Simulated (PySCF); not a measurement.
Zn(iPr)(OH) (C3H8OZn), SMILES C[CH](C)[Zn][OH]. Heavy atoms are numbered as in [Zn:1]([CH:2]([CH3:3])[CH3:4])[OH:12]. Hydrogens are named by the atom that carries them.

Geometry optimised at B3LYP-D3(BJ)/def2-SVP. The structure was generated by enumeration; whether it is a known compound was not checked. One conformer was computed; it need not be the lowest.

Method: PBE/pcSseg-1 (PySCF).

GIAO shieldings, no solvent; atoms alike by connectivity are averaged. δ = σ(ref) − σ: ¹³C against TMS (σ = 182.0 ppm); ¹H against TMS (σ = 31.49 ppm); ¹⁷O against H2O (σ = 334.3 ppm), references at their B3LYP-D3(BJ)/def2-TZVP geometries, non-relativistic.

```tsv
nucleus	atoms	count	δ (ppm)
¹³C	C3 (CH3)	2	26.9
¹³C	C2 (CH)	1	26.2
¹H	H on C3	6	1.74
¹H	H on C2	1	1.66
¹H	H on O12	1	0.66
¹⁷O	O12 (OH)	1	16.5
```
